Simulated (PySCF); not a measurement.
Interval between two levels of As by level of theory

As [Ar] 3d10 4s2 4p3 [4S3/2, M_J = 3/2] → As [Ar] 3d10 4s2 4p2 5s1 [4P5/2, M_J = 5/2], as a difference of total energies. Calculation: PySCF 2.14, in x2c-SVPall-2c with one added diffuse shell each of s, p, d type (6s7p4d, 47 functions); the two-component X2C-1e Hamiltonian. Correlated levels: [Ne] frozen. "Screened" scales the spin-orbit matrix elements by Boettger's factors to mimic the two-electron term; Breit and QED terms are absent.

Order these methods by the interval between two levels they give, lowest first.
A. GMP2 (screened spin-orbit)
B. GMP2 (spin-free)
C. GHF (screened spin-orbit)
D. GHF (spin-free)

D (52210 cm⁻¹), C (52980 cm⁻¹), B (53349 cm⁻¹), A (54149 cm⁻¹).

The spin-free rows relax to the high-spin LS determinant and lack the spin-orbit shift.

Errors of the correlated levels include the incompleteness of this basis and the frozen core.

The labels give the starting determinants; with spin-orbit coupling the two ends relaxed to ⟨J²⟩ = 3.75, ⟨L²⟩ = 0.01, ⟨S²⟩ = 3.74 and ⟨J²⟩ = 8.76, ⟨L²⟩ = 2.07, ⟨S²⟩ = 3.71.

The promoted electron is Rydberg-like, and one or two diffuse shells describe it only roughly, which tends to raise the upper state.

For comparison: 52898 cm⁻¹ (measured; NIST Handbook of Basic Atomic Spectroscopic Data (Sansonetti and Martin, J. Phys. Chem. Ref. Data 34, 1559 (2005))).
